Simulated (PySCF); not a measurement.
1,1-dichlorobuta-1,3-diene (C₄H₄Cl₂), SMILES C=CC=C(Cl)Cl.

Geometry: B3LYP-D3(BJ)/def2-SVP. One conformer was computed; it need not be the lowest.

These are TDA-LC-ωPBE/def2-SVPD run with PySCF values and carry that method's errors.

Vertical excitations.  State labels are in the subgroup Cs.

| state | symmetry | energy (eV) | λ (nm) | f | main pairs |
|---|---|---|---|---|---|
| S1 | A' | 5.87 | 211 | 1.028 | HOMO→LUMO 95 % |
| S2 | A" | 6.37 | 195 | 0.000 | HOMO→LUMO+1 68 % |
| S3 | A" | 6.76 | 183 | 0.000 | HOMO→LUMO+2 45 %, HOMO→LUMO+4 20 % |
| S4 | A" | 7.37 | 168 | 0.000 | HOMO−1→LUMO 87 % |
| S5 | A" | 7.53 | 165 | 0.001 | HOMO−4→LUMO 55 %, HOMO−5→LUMO 32 % |
| S6 | A" | 7.60 | 163 | 0.029 | HOMO→LUMO+5 32 %, HOMO→LUMO+2 21 %, HOMO→LUMO+3 21 % |
| S7 | A' | 7.80 | 159 | 0.028 | HOMO−2→LUMO 45 %, HOMO→LUMO+6 40 % |
| S8 | A' | 7.88 | 157 | 0.007 | HOMO−1→LUMO+1 58 % |
| S9 | A" | 8.01 | 155 | 0.007 | HOMO→LUMO+4 33 %, HOMO→LUMO+3 30 %, HOMO−3→LUMO+1 7 %, HOMO−5→LUMO 6 % |
| S10 | A" | 8.02 | 155 | 0.001 | HOMO−5→LUMO 50 %, HOMO−4→LUMO 25 % |
| T1 | A' | 2.81 | 441 | 0 | HOMO→LUMO 89 % |
| T2 | A' | 4.67 | 266 | 0 | HOMO−2→LUMO 49 %, HOMO→LUMO+6 28 % |
| T3 | A" | 5.73 | 216 | 0 | HOMO→LUMO+1 62 % |
| T4 | A" | 6.26 | 198 | 0 | HOMO→LUMO+2 32 %, HOMO→LUMO+4 18 %, HOMO−3→LUMO+1 9 %, HOMO→LUMO+12 7 % |
Triplets are in the Tamm–Dancoff approximation.
